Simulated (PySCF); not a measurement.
C7H6N2Se.
Atom-mapped SMILES: `[cH:1]1[cH:2][cH:3][n:4](-[c:5]2[n:6][cH:7][cH:8][se:9]2)[cH:10]1` (hydrogens: H11 on C1; H12 on C2; H13 on C3; H14 on C7; H15 on C8; H16 on C10)

Computed with PySCF at wB97X-D/def2-SVPD, non-relativistic, on one gas-phase PBE0-D3(BJ)/def2-SVP geometry that isn't relaxed in the solvent. The solvent is an IEF-PCM continuum (van der Waals radii × 1.2), and excitations are vertical TDDFT with non-equilibrium linear response and a frozen core. The model holds no explicit solvent molecules, cavitation or dispersion. Spin–orbit coupling is left out although an atom past zinc is present.

Gas-phase singlets (H = HOMO, L = LUMO):

| state | E (eV) | λ (nm) | f | leading configurations |
| --- | --- | --- | --- | --- |
| S1 | 4.590 | 270 | 0.287 | H→L 95% |
| S2 | 4.895 | 253 | 0.039 | H-1→L 96% |
| S3 | 4.906 | 253 | 0.000 | H→L+1 78%, H-2→L+1 9% |
| S4 | 5.443 | 228 | 0.000 | H-3→L 95% |
| S5 | 5.813 | 213 | 0.091 | H-2→L 82% |

Give the list for cyclohexane (ε = 2.017), n² = 2.04.

```json
{"state": "S1", "E (eV)": "4.502", "λ (nm)": "275", "f": "0.383", "leading configurations": "H→L 96%", "change by rank (eV)": "-0.088"}
{"state": "S2", "E (eV)": "4.880", "λ (nm)": "254", "f": "0.043", "leading configurations": "H-1→L 97%", "change by rank (eV)": "-0.015"}
{"state": "S3", "E (eV)": "4.953", "λ (nm)": "250", "f": "0.000", "leading configurations": "H→L+1 79%, H-2→L+1 9%", "change by rank (eV)": "+0.047"}
{"state": "S4", "E (eV)": "5.475", "λ (nm)": "226", "f": "0.000", "leading configurations": "H-3→L 96%", "change by rank (eV)": "+0.032"}
{"state": "S5", "E (eV)": "5.776", "λ (nm)": "215", "f": "0.140", "leading configurations": "H-2→L 84%", "change by rank (eV)": "-0.037"}
```

What are the lowest 5 singlets in acetonitrile (ε = 35.69)?

```json
{"state": "S1", "E (eV)": "4.511", "λ (nm)": "275", "f": "0.369", "leading configurations": "H→L 96%", "change by rank (eV)": "-0.079"}
{"state": "S2", "E (eV)": "4.922", "λ (nm)": "252", "f": "0.037", "leading configurations": "H-1→L 97%", "change by rank (eV)": "+0.027"}
{"state": "S3", "E (eV)": "5.063", "λ (nm)": "245", "f": "0.000", "leading configurations": "H→L+1 80%, H-2→L+1 9%", "change by rank (eV)": "+0.157"}
{"state": "S4", "E (eV)": "5.550", "λ (nm)": "223", "f": "0.000", "leading configurations": "H-3→L 95%", "change by rank (eV)": "+0.107"}
{"state": "S5", "E (eV)": "5.799", "λ (nm)": "214", "f": "0.132", "leading configurations": "H-2→L 85%", "change by rank (eV)": "-0.014"}
```

The ground-state energy changes by -0.236 eV from gas to acetonitrile. By how much does the total energy of gas-phase S1 change?

E(S1) = E(S0) + excitation energy, so it changes by -0.236 − 0.079 = -0.315 eV: it is lowered more than the ground state, which is what a red shift means. This is the vertical state, with the slow part of the continuum still set for S0.

How do the frontier levels move from gas to acetonitrile?

| orbital | gas (eV) | solvent (eV) | change (eV) | Löwdin shares, gas | Löwdin shares, solvent |
| --- | --- | --- | --- | --- | --- |
| LUMO+2 | 1.77 | 2.00 | +0.23 | Se9 70 %, H16 8 %, C8 6 %, C10 4 % | Se9 65 %, H16 7 %, C8 6 %, C10 5 % |
| LUMO+1 | 1.12 | 1.34 | +0.22 | Se9 67 %, C5 10 %, C8 8 % | Se9 66 %, C5 11 %, C8 8 % |
| LUMO | 0.31 | 0.30 | -0.01 | C5 19 %, Se9 18 %, C8 12 %, N6 12 % | C5 19 %, Se9 18 %, N6 12 %, C8 12 % |
| HOMO | -8.22 | -8.24 | -0.02 | C8 17 %, N4 15 %, C7 13 %, Se9 12 % | C8 18 %, N4 14 %, C7 14 %, Se9 13 % |
| HOMO-1 | -8.39 | -8.47 | -0.08 | C10 27 %, C3 26 %, C1 17 %, C2 13 % | C10 27 %, C3 27 %, C1 16 %, C2 13 % |
| HOMO-2 | -9.74 | -9.75 | -0.01 | Se9 43 %, N6 17 %, C5 9 %, C7 8 % | Se9 43 %, N6 18 %, C5 9 %, C8 8 % |
| HOMO-3 | -10.08 | -10.19 | -0.11 | N6 58 %, Se9 16 %, C5 9 %, C7 7 % | N6 57 %, Se9 17 %, C5 9 %, C7 7 % |

The HOMO–LUMO gap goes from 8.53 to 8.53 eV.

Rough CPU time on one thread of a shared machine: about 2.8 min. This is the whole response run at wB97X-D/def2-SVPD in acetonitrile, SCF included.

Conformer computed: `[cH:1]1[cH:2][cH:3][n:4](-[c:5]2[n:6][cH:7][cH:8][se:9]2)[cH:10]1`: C3–N4–C5–N6 -1°.

The pairwise dispersion term of wB97X-D wasn't added to the energies; at a given geometry it leaves orbitals and properties as they are.
